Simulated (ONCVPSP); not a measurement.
# Sr (Z = 38): ONCV pseudisation with PBE, fully relativistic reference atom.

ONCVPSP 4.0.1 input, shortened (lines: element, Z, core and valence counts, functional; n l f; lmax; l rc ep ncon nbas qcut; lloc lpopt rc5 dvloc0; l nproj debl; icmod fcfact rcfact), PBE, fully relativistic:

```
  Sr 38.00    6    3        4      upf
    1    0    2.00
    2    0    2.00
    2    1    6.00
    3    0    2.00
    3    1    6.00
    3    2   10.00
    4    0    2.00
    4    1    6.00
    5    0    1.00
    2
    0    2.15    0.00    4    7    7.40
    1    1.70    0.00    4    8    5.80
    2    1.80    0.32    4    7    5.80
    4    5    1.55    0.00
    0    2    2.10
    1    2    2.70
    2    2    0.40
    0    0.00    0.00
```

Open shells are filled in proportion to 2j + 1.

In the d channel the program set the typed energies aside and used 0.050, 0.450 Ha (j = l + 1/2; the other j can differ).

All-electron outer shells of the reference configuration (PBE, scalar-relativistic, ld1.x):

```tsv
shell	level (eV)	outermost node (bohr)	outermost maximum (bohr)
4s	-47.23	0.59	1.19
4p	-29.11	0.61	1.33
5s	-8.35	1.64	3.45
```

Task: Estimate the cutoffs (Ha) at which the residual kinetic energy of the hardest occupied pseudo-wave falls to 1 and 0.1 mHa per electron.

Result: 15 Ha and 26 Ha.

Task: What does a ghost test show?

Result: No bound ghost flagged; GHOST(+) flagged for s at 180.6 eV.

Task: Tests: 4s2 4p6 5s2; 4s2 4p6 5s0; 4s2 4p6 5s1.5; 4s2 4p6 4d0.5 5s1.5. Which has the largest error in its energy relative to the reference configuration, and how large is it?

Result: 4s2 4p6 4d0.5 5s1.5, with -0.1 meV (all-electron minus pseudo) on -4.74 eV.
